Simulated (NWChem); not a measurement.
System: InI2, doublet; SMILES [I][In][I]

```xyz
3

In     0.0000     0.0000     0.9056
I     -2.4388     0.0000    -0.4155
I      2.4388     0.0000    -0.4155
```
Atoms are numbered in this order, from 1.

Level: PBE-D3(BJ)/def2-SVP with def2 effective core potentials on In, I, spin-unrestricted (NWChem), optimised geometry, unscaled harmonic frequencies. In the optimisation the excess spin sits in a1 (C2v, its own frame). The spin multiplicity was typed, not searched, and may not be the lowest. def2 effective core potentials on In, I; no spin-orbit coupling.

### Question
List the harmonic frequencies with IR intensities, and the thermochemistry.

### Answer
| frequency (cm⁻¹) | IR intensity (km/mol) |
|---|---|
| 36 | 0.4 |
| 143 | 4.4 |
| 189 | 30.1 |

| Quantity | Value |
|---|---|
| zero-point energy | 0.5 kcal/mol |
| thermal correction to the enthalpy at 298.15 K (with zero-point energy) | 4.2 kcal/mol |
| heat capacity Cv | 11.7 cal/(mol K) |
| entropy at 298.15 K and 1 atm (symmetry number 2, electronic part: spin degeneracy alone) | 85.2 cal/(mol K) |

Rigid rotor and harmonic oscillator; modes under 100 cm⁻¹ make the entropy uncertain.
